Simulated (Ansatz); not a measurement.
Ideal-gas functions of `BC(F)Cl` at 600 K and 1 bar, from an Ansatz frequency run at PBE0-D4/def2-TZVP.

Molar mass 80.3 g/mol, point group C1 (symmetry number 1), electronic degeneracy 1, moments of inertia 49.716, 101.313, 135.087 u Å². Harmonic wavenumbers (cm⁻¹, unscaled): 224, 329, 402, 587, 647, 796, 951, 1014, 1077, 1177, 1256, 1391, 2617, 2720, 3163.

Use S(trans) = R[1.5 ln M + 2.5 ln T − 1.1517]; rotational temperatures θ = 24.2544 K / I; S(rot) = R[ln(√π/σ · √(T³/θAθBθC)) + 1.5]; for each mode x = 1.438777 ν̃/T, S = R[x/(eˣ − 1) − ln(1 − e⁻ˣ)] and H = RT x/(eˣ − 1); 1 cm⁻¹ = 0.0119627 kJ/mol; R = 8.31446 J/(mol·K).

Question: By hand: the entropy, in J/(mol·K).

Answer: Translation 178.1. Rotation: θ = 0.4879, 0.2394, 0.1795 K, giving 113.1. Vibration, mode by mode: 13.58, 10.50, 8.93, 6.13, 5.45, 4.10, 3.06, 2.71, 2.41, 1.99, 1.72, 1.32, 0.11, 0.09, 0.04, in all 62.1. Electronic 0.0. Sum 353.3 J/(mol·K).

Question: By hand: H − E and G − E in kJ/mol, counted from the electronic energy.

Answer: Zero-point energy ½ × 18351 × 0.0119627 = 109.8; thermal vibration 22.0; translation, rotation and pV give 4 RT = 20.0. H − E = 151.8 kJ/mol, and G − E = 151.8 − 600 × 353.3/1000 = -60.2 kJ/mol.

Vibration gives 18 % of the entropy. The sum counts one conformer and one mirror image; others add a mixing term.
